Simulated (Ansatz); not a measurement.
Basis-set series for C$_{2}$H$_{5}$InO (`C=C[O][InH2]`). Total charge 0; spin multiplicity 1. In: def2 effective core potential. The geometry is a stationary point of PBE0-D4/def2-TZVP. It is one conformer, not always the lowest.

```csv
functional,basis,functions,energy (Eh),HOMO (eV),LUMO (eV)
PBE0-D4,def2-TZVPP,213,-344.42796,-6.27,-1.81
PBE0-D4,def2-QZVPP,403,-344.43872,-6.30,-1.82
ωB97M-V,def2-TZVPP,213,-344.48553,-8.49,-0.34
ωB97M-V,def2-QZVPP,403,-344.49593,-8.52,-0.38
```

Give the rows for def2-SVP. (Best estimate.)

The calculation gave: 
```csv
functional,basis,functions,energy (Eh),HOMO (eV),LUMO (eV)
PBE0-D4,def2-SVP,93,-344.24011,-6.16,-1.74
ωB97M-V,def2-SVP,93,-344.28947,-8.36,-0.15
```

Computed with Ansatz.
